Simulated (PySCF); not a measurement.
**Vertical excitation energies**

C6H8O.
Bonds: C1–C2, C2–C3 (double), C3–C4 (double), C4–C5, C5–C6, C5–O7 (double). Hydrogens: H8, H9, H10 on C1; H11 on C2; H12 on C4; H13, H14, H15 on C6.

Method used: TDDFT B3LYP/def2-SVPD, vertical, gas phase, core orbitals frozen in the response (PySCF). The structure is a single PBE0-D3(BJ)/def2-SVP conformer in the gas phase; no vibrational or solvent corrections. Torsions of this conformer, `[CH3:1][CH:2]=[C:3]=[CH:4][C:5]([CH3:6])=[O:7]`: C3–C4–C5–C6 2°.

**Question.** List the vertical singlet excitations with oscillator strengths and describe the spectrum.

**Answer.** 

```
state  E (eV)  E (kJ/mol)  λ (nm)       f  |μ| (D)  main configurations (H = HOMO, L = LUMO)
   S1    3.77         363   329.3  0.0002     0.11                                 H→L (97%)
   S2    4.93         475   251.6  0.0000     0.04                               H-2→L (95%)
   S3    5.70         550   217.4   0.059     1.65                  H-1→L (50%), H→L+1 (45%)
   S4    6.13         592   202.1  0.0001     0.07                             H-1→L+1 (99%)
   S5    6.22         600   199.3   0.436     4.30     H→L+1 (40%), H-1→L (32%), H→L+2 (20%)
   S6    6.34         612   195.6   0.131     2.33                  H→L+2 (74%), H-1→L (10%)
   S7    6.72         648   184.6  0.0061     0.49                               H→L+3 (80%)
   S8    7.17         692   172.8   0.019     0.84   H-2→L+2 (41%), H→L+4 (32%), H→L+5 (11%)
   S9    7.20         695   172.1   0.014     0.72                             H-1→L+2 (92%)
  S10    7.29         703   170.1   0.012     0.66                H→L+4 (57%), H-2→L+2 (28%)
```

Triplets (Tamm–Dancoff): T1 3.31 eV, H→L (93%); T2 3.93 eV, H-1→L (93%); T3 4.57 eV, H-2→L (71%), H→L+1 (11%), H-2→L+1 (10%); T4 4.59 eV, H→L+1 (40%), H-2→L+1 (35%), H-2→L (20%).

The lowest singlet comes at 329 nm (363 kJ/mol) in the ultraviolet; it is dark (f under 0.0005); its leading configuration is HOMO→LUMO (97%). The most intense listed level is S5 at 6.22 eV (199 nm, f = 0.436), 2.45 eV above S1. Löwdin shares by element: HOMO oxygen 49%, carbon 28% or more (atoms not listed hold the other 23%); LUMO carbon 56% or more, oxygen 22% (atoms not listed hold the other 21%). Weighted by f, the mean energy of these states is 6.27 eV. The listed states span 3.52 eV, and the widest gap between neighbours is 1.16 eV (S1 to S2). Of the 10 states listed, 6 reach f = 0.01 and 3 stay under 0.0005. All these states lie below the vertical ionisation energy of 9.03 eV (ΔSCF). Only the lowest 10 singlets were computed, as vertical energies without vibronic structure.
